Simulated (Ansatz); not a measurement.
Basis-set series for FH4N2Sc (`[NH2][Sc]([NH2])[F]`). Charge 0, multiplicity 1. The structure was optimised at the PBE0-D4/def2-TZVP level. It is one conformer, not always the lowest.

```json
{"functional": "PBE0-D4", "basis": "def2-SVP", "functions": "93", "energy (Eh)": "-971.94575", "HOMO (eV)": "-6.66", "LUMO (eV)": "-1.14"}
{"functional": "PBE0-D4", "basis": "def2-TZVPP", "functions": "213", "energy (Eh)": "-972.31107", "HOMO (eV)": "-7.09", "LUMO (eV)": "-1.46"}
{"functional": "ωB97M-V", "basis": "def2-SVP", "functions": "93", "energy (Eh)": "-972.23420", "HOMO (eV)": "-9.05", "LUMO (eV)": "0.17"}
{"functional": "ωB97M-V", "basis": "def2-TZVPP", "functions": "213", "energy (Eh)": "-972.60684", "HOMO (eV)": "-9.48", "LUMO (eV)": "-0.01"}
```

(1) Give the rows for def2-QZVPP. (Best estimate.)

## Answers

(1) Ansatz gave: 
```tsv
functional	basis	functions	energy (Eh)	HOMO (eV)	LUMO (eV)
PBE0-D4	def2-QZVPP	384	-972.33800	-7.11	-1.47
ωB97M-V	def2-QZVPP	384	-972.63187	-9.50	-0.13
```

Scalar relativity is left out up to krypton.
